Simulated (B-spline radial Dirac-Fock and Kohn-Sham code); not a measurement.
## Elastic scattering of 1 keV electrons by neutral bromine

The computed values come from a radial B-spline solver: relativistic (Dirac) partial waves in the static field of the Dirac-Fock atom with Furness-McCarthy exchange, without polarisation or absorption potentials.

```
θ (°)  dσ/dΩ (Å²/sr)  Sherman function
    0           22.0             0.000
    1           21.5             0.000
    2           20.2             0.000
    3           18.2             0.000
    5           13.2             0.000
    7           8.68             0.000
   10           4.17             0.000
   15           1.33             0.001
   20          0.588             0.001
   25          0.315             0.000
   30          0.184            -0.001
   40         0.0797            -0.008
   50         0.0469            -0.011
   60         0.0330            -0.003
   70         0.0254             0.014
   80         0.0199             0.033
   90         0.0149             0.044
  100         0.0109             0.035
  110        0.00937            -0.008
  120         0.0125            -0.045
  130         0.0214            -0.045
  140         0.0359            -0.033
  150         0.0536            -0.021
  160         0.0707            -0.013
  170         0.0831            -0.006
  180         0.0877             0.000
```

The total elastic cross section is 1.91 Å², the first transport cross section 0.392 Å² and the second, weighted with (3/2) sin²θ, 0.397 Å². The mean deflection is ⟨1 − cos θ⟩ = 0.205, and 8.3 % of the collisions scatter beyond 90°.

On this grid of angles the cross section has a minimum near 110°, from interference among the few low partial waves with large phase shifts.
